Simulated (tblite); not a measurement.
Species: C₆H₁₀OS₂Si.
Atom-mapped SMILES: `[CH2:1]=[C:2]([SiH2:3][O:4][C:5]([CH3:6])=[S:7])[C:8]([CH3:9])=[S:10]` (hydrogens: H11, H12 on C1; H13, H14 on Si3; H15, H16, H17 on C6; H18, H19, H20 on C9)

Geometry (GFN2-xTB, Å), atoms numbered from 1 in this order:
```
atom  x, y, z in Å
C1    -2.2724   -1.1666   -0.8850
C2    -1.2940   -0.7864   -0.0585
Si3    0.2616   -1.8449    0.2085
O4     1.6333   -0.9227    0.3362
C5     2.0027    0.1412   -0.3318
C6     3.2769    0.7599    0.1363
S7     1.1345    0.7502   -1.5688
C8    -1.3674    0.4286    0.7288
C9    -2.0887    1.6194    0.2051
S10   -0.6217    0.4614    2.1861
H11   -2.2021   -2.0835   -1.4442
H12   -3.1852   -0.6055   -1.0062
H13    0.4072   -2.6763   -0.9836
H14    0.3555   -2.5243    1.4858
H15    4.0674    0.0100    0.1461
H16    3.5559    1.5891   -0.5064
H17    3.1469    1.1150    1.1592
H18   -2.0012    2.4531    0.8970
H19   -3.1438    1.3908    0.0541
H20   -1.6706    1.9023   -0.7615
```

Computed values, GFN2-xTB/tblite, gas phase, harmonic and unscaled. This tight-binding method is rough: wavenumbers can miss measured ones by several per cent, in bad cases by 10 to 20. Modes of hydrogen on silicon can be 10 to 20 % off. One conformer, not necessarily the lowest.

Harmonic wavenumbers (cm⁻¹): 29.2, 38.3, 49.3, 62.1, 78.1, 106.7, 108.3, 131.5, 180.5, 262.0, 304.5, 321.2, 349.6, 396.6, 459.5, 467.6, 487.7, 557.2, 592.4, 610.9, 659.4, 668.2, 739.4, 755.5, 807.6, 843.5, 901.5, 959.2, 977.9, 984.1, 1027.0, 1090.8, 1220.5, 1224.6, 1263.3, 1308.8, 1372.1, 1374.6, 1406.1, 1437.8, 1448.2, 1451.6, 1456.9, 1617.0, 2291.9, 2393.7, 2992.1, 2995.4, 3006.2, 3010.8, 3050.1, 3063.7, 3090.4, 3123.7.

A = 1090, B = 677.5, C = 659.7 MHz; mass 189.994 u (most abundant isotopes); point group C1, symmetry number 1.

**Question.** Zero-point energy?

**Answer.** Half the sum of the wavenumbers: 30803 cm⁻¹ = 88.07 kcal/mol.

**Question.** What is S at 400 K and 1 bar for an ideal gas of classical rigid rotors and harmonic oscillators?

**Answer.** Translation 43.12, rotation 31.74, vibration 62.35: S = 137.2 cal/(mol K).

**Question.** And Cp and H(400 K) − H(0)?

**Answer.** Cp = 59.06 cal/(mol K), of which vibrations give 51.11 (their classical limit is 54 R = 107.3); H(400 K) − H(0) = 14.79 kcal/mol without the zero-point energy, 11.61 from vibrations.

**Question.** Blend soft modes into free rotors: weight 1/[1 + (100 cm⁻¹/ν̃)⁴] for the oscillator and the rest for a rotor with moment μB/(μ + B), μ = h/(8π²ν), B = 10⁻⁴⁴ kg m². What vibrational entropy results?

**Answer.** 54.13 cal/(mol K) in place of 62.35, which changes −T·S at 400 K by +3.29 kcal/mol.

**Question.** Which modes carry the vibrational entropy at 400 K?

**Answer.** 29.2 cm⁻¹: 6.47; 38.3 cm⁻¹: 5.93; 49.3 cm⁻¹: 5.43; 62.1 cm⁻¹: 4.97; 78.1 cm⁻¹: 4.52; 106.7 cm⁻¹: 3.90 cal/(mol K); the other 48 give 31.14 together.

**Question.** What must be added to the electronic energy to get the Gibbs energy at 400 K and 1 bar?

**Answer.** ZPE + [H(400 K) − H(0)] − T·S = 88.07 + 14.79 − 54.88 = 47.98 kcal/mol.

**Question.** How do the functions run with temperature in this model?

**Answer.** 
```json
{"T (K)": "100", "S (cal/(mol K))": "82.4", "Cp (cal/(mol K))": "25.9", "H − H(0) (kcal/mol)": "1.80", "G − H(0) (kcal/mol)": "-6.44", "ln q(vib)": "4.31"}
{"T (K)": "200", "S (cal/(mol K))": "104.1", "Cp (cal/(mol K))": "37.9", "H − H(0) (kcal/mol)": "4.99", "G − H(0) (kcal/mol)": "-15.83", "ln q(vib)": "8.93"}
{"T (K)": "300", "S (cal/(mol K))": "121.7", "Cp (cal/(mol K))": "49.2", "H − H(0) (kcal/mol)": "9.36", "G − H(0) (kcal/mol)": "-27.14", "ln q(vib)": "13.00"}
{"T (K)": "500", "S (cal/(mol K))": "151.3", "Cp (cal/(mol K))": "67.2", "H − H(0) (kcal/mol)": "21.11", "G − H(0) (kcal/mol)": "-54.53", "ln q(vib)": "20.32"}
{"T (K)": "800", "S (cal/(mol K))": "186.8", "Cp (cal/(mol K))": "83.7", "H − H(0) (kcal/mol)": "43.98", "G − H(0) (kcal/mol)": "-105.47", "ln q(vib)": "29.90"}
{"T (K)": "1000", "S (cal/(mol K))": "206.3", "Cp (cal/(mol K))": "90.8", "H − H(0) (kcal/mol)": "61.46", "G − H(0) (kcal/mol)": "-144.82", "ln q(vib)": "35.54"}
```

q(vib) and H(0) count from the zero-point level.

Hindered rotation and anharmonicity are outside this model. Other conformers, if any are populated, would add a mixing term that is left out. The structure is chiral; the term R ln 2 for an equal mix with its mirror image is left out.

On an Arm Neoverse N1 with one thread, no GPU, on a shared host, this took 2.1 s. This covers the Hessian and the dipole derivatives.
